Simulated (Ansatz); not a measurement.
`[SiH3][SiH2][S][InH2]` + H₂ → `[InH3]` + `[SiH3][SiH2]S` at 400 K and 1 bar (hydrogenolysis of the In–S bond).

Calculated with Ansatz (gas phase, PBE0-D4/def2-TZVP geometries, no zero-point term in ΔE). CCSD(T)/CBS is the MP2 limit (def2-TZVPP, def2-QZVPP) plus CCSD(T) − MP2 in def2-TZVPP, frozen cores. This one scheme is used for every species. Elements past krypton have def2 core potentials. For In outer-core shells are correlated without core-valence functions, which leaves a few kJ/mol of doubt a bond. One conformer a species, not always the lowest.

```tsv
species	CCSD(T)/CBS energy (Eh)	H − E (kJ/mol)	S (J/(mol·K))
`[SiH3][SiH2][S][InH2]`	-1169.98502	189.3	452.3
H₂	-1.17544	38.0	139.0
`[InH3]`	-191.56739	59.8	243.4
`[SiH3][SiH2]S`	-979.55409	165.6	371.1
```

H − E and S are ideal-gas, rigid-rotor, harmonic terms from PBE0-D4/def2-TZVP, for one conformer and one mirror image of each species. For small species the MP2-based limit differs from directly extrapolated CCSD(T) by up to some mEh (0.8 for H₂); such offsets cancel only in part. 1 Eh = 2625.50 kJ/mol, R = 8.31446 J/(mol·K).

Task: By hand: ΔE, ΔH, ΔS and ΔG.

Result: ΔE = (-191.56739) + (-979.55409) − (-1169.98502) − (-1.17544) = 0.03898 Eh = 102.3 kJ/mol. Δ(H − E) = 59.8 + 165.6 − 189.3 − 38.0 = -1.9, so ΔH = 100.4 kJ/mol. ΔS = 243.4 + 371.1 − 452.3 − 139.0 = 23.2 J/(mol·K). ΔG = 100.4 − 400 × (23.2)/1000 = 91.1 kJ/mol.

Task: By hand: the equilibrium constant, and the temperature at which ΔG would vanish if ΔH and ΔS stayed fixed.

Result: log₁₀ K = −ΔG/(RT ln 10) = -11.9. ΔG = 0 at ΔH/ΔS = 4328 K, far beyond where these terms or the molecules hold.

ΔH outweighs TΔS. A doubt of 5 kJ/mol in ΔE shifts log₁₀ K by 0.7 here. Other conformers and mirror images would add mixing entropy, several J/(mol·K) or more a flexible species. Modes under 60 cm⁻¹, often nearly free rotors, make the harmonic entropy too high. These are equilibria of isolated gas molecules and say nothing of rates. Largest T1 diagnostic: 0.014 (customary marks: 0.02 for closed shells, 0.045 for open ones).
